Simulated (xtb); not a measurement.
A run for xtb: GFN1-xTB on C2H10Ge (a complex), monomers drawn apart or pushed together.

```
$ xtb mol.xyz --gfn 1 --sp --chrg 0 --uhf 0
13

Ge    -0.15445395     0.14853706    -0.24637723
H     -0.50518300    -0.05966162    -1.72772934
H      0.41996131    -1.15308113     0.33115045
H     -1.42203654     0.53481203     0.52928761
H      0.88635996     1.27008888    -0.11978313
C      0.66850994     0.38733001     5.00886694
C     -0.27912630    -0.76126096     5.34162138
H      1.11801818     0.80581890     5.91141059
H      0.14638525     1.19781670     4.49664913
H      1.48215456     0.05640556     4.36048512
H      0.24372953    -1.57032731     5.85524593
H     -0.72804431    -1.18014642     4.43931320
H     -1.09213933    -0.42928638     5.99017279
```

Problem. What total energy does the run end on?

Solution. -11.2757 hartree.
